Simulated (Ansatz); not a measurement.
Input for Ansatz (a program for electronic structure): R-r2SCAN/def2-TZVPP on BH3S (SMILES BS), a point of a torsion scan.

Ansatz 0.2 input:
```yaml
crystal:
  periodic: [false, false, false]
  atoms:
    - {symbol: B, position_ang: [-0.60166187, -0.07175797, 0.04622506]}
    - {symbol: S, position_ang: [1.06725069, -0.50868099, 0.34880284]}
    - {symbol: H, position_ang: [-1.38646074, -0.88653702, -0.23732334]}
    - {symbol: H, position_ang: [-0.87294184, 1.05865136, 0.14331012]}
    - {symbol: H, position_ang: [0.99960670, -1.82298519, 0.15202235]}
basis:
  gaussian:
    orbitals: def2-TZVPP
hamiltonian:
  xc: {name: r2SCAN}
scf: {lower_state_search: off}
```

It printed:

```
WARN ansatz: RAYON_NUM_THREADS=1 ignored (pool sized by the plan → 1); use --threads N
Functional definition: r2SCAN
these checks for a lower state are left out or cut short: stability, starts, cluster_reference, orbital_swaps, neighbouring_geometries, increment
integrals: 0.03 GiB planned
630 factors; their error is unknown
mean field: 0.28 GiB planned
mean field evaluation 1: about -11557.2106 eV, gradient 3.0e1 eV
mean field evaluation 2: about -11555.0510 eV, gradient 3.9e1 eV
mean field evaluation 4: about -11560.0954 eV, gradient 1.4e0 eV
mean field evaluation 8: about -11560.0886 eV, gradient 3.7e-2 eV
mean field evaluation 16: about -11560.0886 eV, gradient 3.0e-6 eV
mean field -11560.08864444 eV, -424.8254219736 hartree, gradient 3.0e-6 eV, S^2 0.000000; 0 other end points of the search recorded, 0 dependent functions left out
reference -11560.08865476 eV, -424.8254223529 hartree; 12, 12 occupied and 103, 103 virtual orbitals, 630 factors
Total energy: -11560.08865476 eV, -424.8254223529 hartree
Checks for a lower state left out: stability, starts, cluster_reference, orbital_swaps, neighbouring_geometries, increment
```

The run converged.

Cost: about 1.0 core-seconds (a rough figure).
